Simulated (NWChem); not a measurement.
Program: NWChem. System: C3H4N2, charge 1, spin multiplicity 2, at the geometry of a parent with another charge or spin, in a state set for the comparison that need not be this species' ground state. Its SCF solution wasn't tested for a lower state.

The NWChem input:

```
start mol
memory heap 200 mb stack 900 mb global 1100 mb
charge 1
geometry units angstroms nocenter noautoz
  C     -0.063330    -1.197723     0.000000
  C     -1.126476    -0.267174     0.000000
  N     -0.684480     0.982497     0.000000
  N      0.638753     0.869505     0.000000
  C      1.072494    -0.411993     0.000000
  H     -0.115366    -2.283609     0.000000
  H     -2.198428    -0.463005     0.000000
  H      1.206589     1.706892     0.000000
  H      2.131171    -0.662949     0.000000
  symmetry group Cs
end
basis spherical
  * library def2-tzvp
end
dft
  xc xtpss03 ctpss03
  odft
  mult 2
  semidirect memsize 60000000 filesize 0
  iterations 100
  grid fine
end
task dft energy
```

The output up to the point where the run's verdict is printed (cleaned and shortened):

```
             Northwest Computational Chemistry Package (NWChem) 7.3.0
             --------------------------------------------------------

                                NWChem Input Module
                                -------------------

 Scaling coordinates for geometry "geometry" by  1.889725989
 (inverse scale =  0.529177249)

 Turning off AUTOSYM since
 SYMMETRY directive was detected!

                             Geometry "geometry" -> ""
                             -------------------------

 Output coordinates in angstroms (scale by  1.889725989 to convert to a.u.)

  No.       Tag          Charge          X              Y              Z
 ---- ---------------- ---------- -------------- -------------- --------------
    1 C                    6.0000    -0.06333000    -1.19772300     0.00000000
    2 C                    6.0000    -1.12647600    -0.26717400     0.00000000
    3 N                    7.0000    -0.68448000     0.98249700     0.00000000
    4 N                    7.0000     0.63875300     0.86950500     0.00000000
    5 C                    6.0000     1.07249400    -0.41199300     0.00000000
    6 H                    1.0000    -0.11536600    -2.28360900     0.00000000
    7 H                    1.0000    -2.19842800    -0.46300500     0.00000000
    8 H                    1.0000     1.20658900     1.70689200     0.00000000
    9 H                    1.0000     2.13117100    -0.66294900     0.00000000

 Effective nuclear repulsion energy (a.u.)     163.5365197901

            Nuclear Dipole moment (a.u.)
            ----------------------------
        X                 Y               Z
 ---------------- ---------------- ----------------
     0.0000094486     0.0000056692     0.0000000000

      Symmetry information
      --------------------

 Group name             Cs
 Group number              2
 Group order               2
 No. of unique centers     9

      Symmetry unique atoms

     1    2    3    4    5    6    7    8    9


 Summary of "ao basis" -> "" (spherical)
 ------------------------------------------------------------------------------
[...]
 d= 0,ls=0.5,diis    75   -225.9857471120 -4.84D-06  6.94D-06  7.42D-05   401.9
                                                     1.21D-05  6.77D-05
 d= 0,ls=0.5,diis    76   -225.9857730251 -2.59D-05  1.58D-06  3.93D-05   407.1
                                                     1.05D-05  4.01D-05
 d= 0,ls=0.5,diis    77   -225.9857879782 -1.50D-05  2.93D-06  2.83D-05   412.3
                                                     1.07D-05  3.09D-05
 d= 0,ls=0.5,diis    78   -225.9857984841 -1.05D-05  5.90D-06  2.58D-05   417.7
                                                     1.11D-05  2.81D-05
 d= 0,ls=0.5,diis    79   -225.9858043788 -5.89D-06  4.13D-06  3.20D-05   422.8
                                                     1.00D-05  3.25D-05
 d= 0,ls=0.5,diis    80   -225.9858113748 -7.00D-06  3.02D-06  3.38D-05   428.2
                                                     9.74D-06  3.33D-05
 d= 0,ls=0.5,diis    81   -225.9858195022 -8.13D-06  5.33D-06  3.22D-05   433.5
                                                     1.02D-05  3.15D-05
 d= 0,ls=0.5,diis    82   -225.9858246367 -5.13D-06  2.76D-06  3.70D-05   438.8
                                                     9.39D-06  3.43D-05
 d= 0,ls=0.5,diis    83   -225.9858327532 -8.12D-06  1.31D-05  3.39D-05   444.0
                                                     1.35D-05  3.14D-05
 d= 0,ls=0.5,diis    84   -225.9858267512  6.00D-06  7.83D-06  6.32D-05   449.2
                                                     1.08D-05  5.19D-05
 d= 0,ls=0.5,diis    85   -225.9858270955 -3.44D-07  5.79D-06  7.57D-05   454.4
                                                     1.01D-05  5.97D-05
 d= 0,ls=0.5,diis    86   -225.9858301734 -3.08D-06  8.85D-06  8.15D-05   459.5
                                                     1.06D-05  6.30D-05
 d= 0,ls=0.5,diis    87   -225.9858538970 -2.37D-05  2.46D-06  4.07D-05   464.6
                                                     8.91D-06  3.36D-05
 d= 0,ls=0.5,diis    88   -225.9858608286 -6.93D-06  5.25D-06  3.86D-05   469.7
                                                     9.60D-06  3.20D-05
 d= 0,ls=0.5,diis    89   -225.9858638481 -3.02D-06  2.02D-06  4.42D-05   475.0
                                                     8.58D-06  3.57D-05
 d= 0,ls=0.5,diis    90   -225.9858710398 -7.19D-06  1.67D-06  3.96D-05   480.3
                                                     8.32D-06  3.18D-05
 d= 0,ls=0.5,diis    91   -225.9858778439 -6.80D-06  2.60D-06  3.51D-05   485.5
                                                     8.19D-06  2.85D-05
 d= 0,ls=0.5,diis    92   -225.9858826065 -4.76D-06  2.06D-06  3.46D-05   490.6
                                                     7.68D-06  2.81D-05
 d= 0,ls=0.5,diis    93   -225.9858911490 -8.54D-06  8.68D-07  2.51D-05   495.8
                                                     7.23D-06  2.13D-05
 d= 0,ls=0.5,diis    94   -225.9858981593 -7.01D-06  3.90D-06  1.87D-05   500.9
                                                     7.77D-06  1.67D-05
 d= 0,ls=0.5,diis    95   -225.9859003851 -2.23D-06  1.60D-06  2.24D-05   505.8
                                                     6.90D-06  1.95D-05
 d= 0,ls=0.5,diis    96   -225.9859044045 -4.02D-06  8.39D-06  2.11D-05   511.0
                                                     9.09D-06  1.85D-05
 d= 0,ls=0.5,diis    97   -225.9859003919  4.01D-06  2.12D-06  3.74D-05   516.0
                                                     6.68D-06  3.06D-05
 d= 0,ls=0.5,diis    98   -225.9859052923 -4.90D-06  1.29D-06  3.26D-05   520.9
                                                     6.32D-06  2.69D-05
 d= 0,ls=0.5,diis    99   -225.9859098046 -4.51D-06  2.10D-06  2.90D-05   525.9
                                                     6.38D-06  2.42D-05
 d= 0,ls=0.5,diis   100   -225.9859126530 -2.85D-06  2.70D-06  2.90D-05   531.1
                                                     6.39D-06  2.40D-05
```

The run did not converge; its last values are not results. The next line reads: Calculation failed to converge. NWChem stopped with the message: dft energy failed.
